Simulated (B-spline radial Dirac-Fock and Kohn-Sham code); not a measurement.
**Elastic and transport cross sections of argon for electrons**

The computed values come from a radial atomic solver: relativistic (Dirac) partial waves in the static field of the Dirac-Fock atom with Furness-McCarthy exchange, without polarisation or absorption potentials. σ_tr1 and σ_tr2 weight the cross section with 1 − P₁ and 1 − P₂ of cos θ; "backward" is the share scattered beyond 90°.

```
energy (eV)  σ (a₀²)  σ_tr1 (a₀²)  σ_tr2 (a₀²)  σ/σ_tr1  backward (%)
       1500     3.82        0.371        0.636     10.3           2.8
       1510     3.80        0.367        0.631     10.4           2.8
       1750     3.45        0.294        0.523     11.7           2.3
       1970     3.19        0.245        0.449     13.0           2.0
       2000     3.16        0.240        0.440     13.2           1.9
       2430     2.76        0.177        0.339     15.6           1.5
       2840     2.47        0.139        0.273     17.8           1.2
       3000     2.38        0.127        0.253     18.7           1.1
       3240     2.25        0.113        0.226     20.0           1.0
       3650     2.06       0.0930        0.191     22.2          0.86
       3660     2.06       0.0926        0.190     22.2          0.86
       4990     1.63       0.0558        0.120     29.2          0.57
       5000     1.62       0.0556        0.119     29.2          0.57
       5080     1.60       0.0542        0.116     29.6          0.56
       6620     1.30       0.0348       0.0771     37.4          0.40
       6660        ?            ?            ?        ?             ?
       6750     1.28       0.0337       0.0748     38.0          0.39
       7000     1.25       0.0317       0.0706     39.3          0.37
       7260     1.21       0.0298       0.0667     40.5          0.35
       7420     1.19       0.0287       0.0644     41.3          0.34
```

Question: Fill in the row for 6.66 keV.

Answer: σ = 1.30 a₀², σ_tr1 = 0.0345 a₀², σ_tr2 = 0.0764 a₀², σ/σ_tr1 = 37.6, backward 0.39 %. The ratio σ/σ_tr1 is roughly the number of elastic collisions that randomise the direction.
